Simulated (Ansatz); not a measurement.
AlGeH$_{5}$Si, SMILES `[AlH]1[SiH2][GeH2]1`, relaxed with RKS PBE0-D4/def2-TZVP in the Gaussian-basis code of Ansatz from a PBE-D4/def2-SVP geometry. The force threshold is 0.005 eV/Å; the program also tests the step.

Charge 0, multiplicity 1.

Start:

```xyz
8

Al   -1.134    0.716    0.997
Si    0.558   -0.998    0.627
Ge    0.044    0.613   -1.167
H    -2.225    1.426    1.934
H     1.931   -0.907    1.246
H     0.200   -2.442    0.375
H     1.201    1.577   -1.552
H    -0.575    0.014   -2.460
```

| step | energy (eV) | largest force (eV/Å) | largest move (Å) |
| --- | --- | --- | --- |
| 1 | -71059.7883 | 0.273 | 0.000 |
| 2 | -71059.8043 | 0.090 | 0.029 |
| 3 | -71059.8049 | 0.005 | 0.006 |

End:

```xyz
8

Al   -1.124    0.710    0.990
Si    0.555   -0.990    0.622
Ge    0.050    0.604   -1.158
H    -2.205    1.412    1.913
H     1.912   -0.899    1.231
H     0.197   -2.414    0.369
H     1.191    1.565   -1.535
H    -0.575    0.012   -2.433
```

It took 16 s on 2 threads of an Arm Neoverse V1 on a shared host, with 0.39 GiB of host memory at the peak.
